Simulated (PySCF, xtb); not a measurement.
Bonds broken one at a time in the series B Br-I. Isolated molecules, 0 K electronic values unless said otherwise. Strings in code marks are SMILES.

Quantity: homolytic bond dissociation enthalpy at 298 K (no spin–orbit term), in kcal/mol. Enthalpy corrections at 298 K come from GFN2-xTB frequencies (xtb).

Case: I–B bond of `IB(I)I`, giving `I[B]I` and `[I]`. Geometry of `B(I)(I)I` (neutral, multiplicity 1, Å):

```xyz
4

I      2.1123    -0.2291    -0.0014
B      0.0000     0.0000     0.0000
I     -0.8578     1.9439     0.0011
I     -1.2545    -1.7147     0.0002
```

**Question.** What is the computed homolytic bond dissociation enthalpy at 298 K (no spin–orbit term) (B3LYP/6-31G* (LANL2DZ on I) // PBE-D3(BJ)/def2-TZVP (PySCF))?

**Answer.** 74.8 kcal/mol.
